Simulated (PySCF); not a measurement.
NMR data sheet: C$_{6}$H$_{14}$N$_{2}$Si$_{2}$

| Quantity | Value |
| --- | --- |
| Formula | C6H14N2Si2 |
| SMILES | CN(C)[Si@H]1C=C[Si@H](N)C=C1 |
| Point group of the computed structure | C1 |
| Degrees of unsaturation | 3 |
| Carbon signals | 3 |
| Proton signals | 6 |

Mapped SMILES: `[CH3:1][N:2]([CH3:3])[Si@H:4]1[CH:5]=[CH:6][Si@H:7]([NH2:8])[CH:9]=[CH:10]1` (H(Xn): hydrogen on atom n).

Theory: geometry: PBE0-D3(BJ)/def2-SVP, GIAO wB97X-D/pcSseg-1 shieldings, in PySCF (no solvent model, relativity neglected, one conformer, one averaged value for each set of equivalent atoms).

Shifts are taken against calculated references (same method and geometry level): TMS for ¹H, ¹³C, ²⁹Si; ¹⁵N vs NH3.

```tsv
carbon	δC, type	δH (multiplicity)	HMBC from (2–3 bonds)	span of the C tensor (ppm)
C1/C3	39.2, CH3	2.44 (s)	H(Si4), H(C1)/H(C3)	60
C5/C10	159.1, CH	7.00 (m)	H(C6)/H(C9), H(C5)/H(C10), H(Si4), H(Si7)	265
C6/C9	161.8, CH	7.10 (m)	H(C6)/H(C9), H(C5)/H(C10), H(Si4), H(Si7)	265
```

Other nuclei:
```tsv
atoms	nucleus	environment	δ (ppm)	σ (ppm)
H(Si4)	¹H	hydrogen on a silicon bonded to 2 C, N, in a 6-membered ring	4.64	26.74
H(Si7)	¹H	hydrogen on a silicon bonded to 2 C, N, in a 6-membered ring	4.64	26.74
H(N8)	¹H	hydrogen on a nitrogen bonded to Si	0.20	31.18
Si4	²⁹Si	silicon bonded to 2 C, N, H, in a 6-membered ring	-38.2	391.1
Si7	²⁹Si	silicon bonded to 2 C, N, H, in a 6-membered ring	-49.7	402.7
N2	¹⁵N	nitrogen bonded to 2 C, Si	15.2	248.8
N8	¹⁵N	nitrogen bonded to Si, 2 H	13.2	250.8
```

Carbon types of the structure: 4 × CH, 2 × CH3, leaving 4 H on heteroatoms. δC 161.8, 159.1: alkene CH; the olefinic region. δC 39.2: methyl carbon bonded to N; the inductive effect lowers its shielding. δH 7.10, 7.00: hydrogen on an alkene CH; attached to an sp2 carbon and in the plane of the double bond. δH 2.44: hydrogen on a methyl carbon bonded to N; its carbon carries N, an electronegative neighbour. δH 0.20: hydrogen on a nitrogen bonded to Si; exchangeable, gas-phase position.

OH and NH positions are those of a molecule without intermolecular hydrogen bonds; in solution they move with solvent, concentration and temperature, and exchange usually removes their couplings. Shifts are as computed. Against solution values, carbons near 30 ppm lie about +1 ppm off and those near 130 ppm about +6 ppm. Of 1309 compounds with measured shifts, 239 miss one by over three times the rms of a fit or turn the order of signals round; such compounds aren't used in these exercises. Experimental scales use liquid or dissolved standards, which lie at an offset from isolated NH3 (liquid NH3: subtract about 20 ppm). Multiplicities follow the n + 1 count of equivalent neighbours, as no J values were calculated; m marks all less simple cases, F and P coupling included.
